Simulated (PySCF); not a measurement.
EPR parameters of C4H5F2OS

C₄H₅F₂OS (doublet state).
Z-matrix (Å and degrees, GFN2-xTB geometry), rows numbered from 1:
```
F 
C   1  1.3574
F   2  1.3331  1  106.61
O   2  1.3556  1  111.29  3   117.97
C   4  1.3946  2  114.88  1    69.86
C   5  1.5301  4  112.70  2   172.29
C   6  1.4880  5   93.46  4  -127.01
S   7  1.7299  6   98.20  5    10.16
H   2  1.1083  1  107.24  3  -116.97
H   5  1.0945  4  111.63  2   -56.01
H   6  1.0953  5  110.07  4    -9.23
H   6  1.0927  5  114.61  4   112.92
H   7  1.0698  6  130.01  5   160.49
```

The hyperfine couplings belong to this conformer and change with its torsions.

As a line formula: `FC(F)O[C@@H]1C[CH]S1` [radical].

Method used: UKS B3LYP, pcH-1 on C F H O S, non-relativistic, mean-field spin-orbit, GIAO in PySCF 2.14.0. The structure is a single GFN2-xTB conformer in the gas phase; no vibrational or solvent corrections. Couplings are sensitive to structure, and on GFN2-xTB geometries they can be far from those on DFT ones. Stability of the SCF solution: not tested.

| Quantity | Value |
| --- | --- |
| g1, g2, g3 | 2.00192, 2.00215, 2.00917 |
| g_iso | 2.00441 |
| Form of g | close to axial: the two nearest values differ by 3 % of g3 − g1 |
| ⟨S²⟩ | 0.7541 (exact 0.7500) |
| α and β electrons | 36, 35 |
| HOMO–LUMO gap, α and β orbitals | 4.47, 6.04 eV |

Isotropic coupling and dipolar principal values T1 to T3, in 10⁻⁴ cm⁻¹ (1 × 10⁻⁴ cm⁻¹ = 2.998 MHz):

```json
{"atom": "F1", "isotope": "19F", "a_iso": "0.0", "of which spin–orbit": "0.0", "T1": "-0.5", "T2": "0.1", "T3": "0.3", "Mulliken spin population": "0.00"}
{"atom": "C2", "isotope": "13C", "a_iso": "0.2", "of which spin–orbit": "0.0", "T1": "-0.2", "T2": "0.0", "T3": "0.1", "Mulliken spin population": "0.00"}
{"atom": "F3", "isotope": "19F", "a_iso": "0.0", "of which spin–orbit": "0.0", "T1": "-0.3", "T2": "0.1", "T3": "0.3", "Mulliken spin population": "0.00"}
{"atom": "O4", "isotope": "17O", "a_iso": "-2.5", "of which spin–orbit": "0.0", "T1": "-0.3", "T2": "0.1", "T3": "0.2", "Mulliken spin population": "0.00"}
{"atom": "C5", "isotope": "13C", "a_iso": "-0.3", "of which spin–orbit": "0.0", "T1": "-0.5", "T2": "-0.3", "T3": "0.8", "Mulliken spin population": "-0.01"}
{"atom": "C6", "isotope": "13C", "a_iso": "-6.9", "of which spin–orbit": "0.0", "T1": "-0.8", "T2": "-0.2", "T3": "1.0", "Mulliken spin population": "-0.06"}
{"atom": "C7", "isotope": "13C", "a_iso": "51.7", "of which spin–orbit": "0.1", "T1": "-24.1", "T2": "-23.5", "T3": "47.6", "Mulliken spin population": "0.84"}
{"atom": "S8", "isotope": "33S", "a_iso": "1.7", "of which spin–orbit": "-0.2", "T1": "-8.3", "T2": "-6.3", "T3": "14.6", "Mulliken spin population": "0.18"}
{"atom": "H9", "isotope": "1H", "a_iso": "-0.1", "of which spin–orbit": "0.0", "T1": "-0.6", "T2": "-0.4", "T3": "1.0", "Mulliken spin population": "0.00"}
{"atom": "H10", "isotope": "1H", "a_iso": "0.4", "of which spin–orbit": "0.0", "T1": "-0.9", "T2": "-0.7", "T3": "1.6", "Mulliken spin population": "0.00"}
{"atom": "H11", "isotope": "1H", "a_iso": "30.8", "of which spin–orbit": "0.0", "T1": "-1.3", "T2": "-0.9", "T3": "2.3", "Mulliken spin population": "0.04"}
{"atom": "H12", "isotope": "1H", "a_iso": "22.8", "of which spin–orbit": "0.0", "T1": "-1.6", "T2": "-1.4", "T3": "3.0", "Mulliken spin population": "0.02"}
{"atom": "H13", "isotope": "1H", "a_iso": "-11.4", "of which spin–orbit": "0.0", "T1": "-11.1", "T2": "-0.6", "T3": "11.6", "Mulliken spin population": "-0.03"}
```

The largest Mulliken spin populations are on C7 (+0.84), S8 (+0.18) and C6 (-0.06). The angles at C7 add up to 352.8°, so it is slightly pyramidal.

Under fast tumbling the dipolar parts average out, and these isotropic splittings remain: 1 × 1H (H11, I = 1/2, 2 lines) with 3.29 mT, 1 × 1H (H12, I = 1/2, 2 lines) with 2.43 mT, 1 × 1H (H13, I = 1/2, 2 lines) with 1.22 mT and 1 × 1H (H10, I = 1/2, 2 lines) with 0.05 mT.

The 17O coupling of O4 (-7.6 MHz) shows only in satellite lines or after enrichment, since that isotope makes up about 0.038 % of natural oxygen.

The 13C coupling of C7 (155.1 MHz) shows only in satellite lines or after enrichment, since that isotope makes up about 1.07 % of natural carbon.

Examples of negative spin density at the nucleus (bohr⁻³): C6 (-0.0184) and H13 (-0.0077).

Hardware: Arm Neoverse N1, one thread, no GPU, on a shared host. Cost: 1.9 min wall (with the writing of density and orbital grids), 1.0 GiB resident at most.
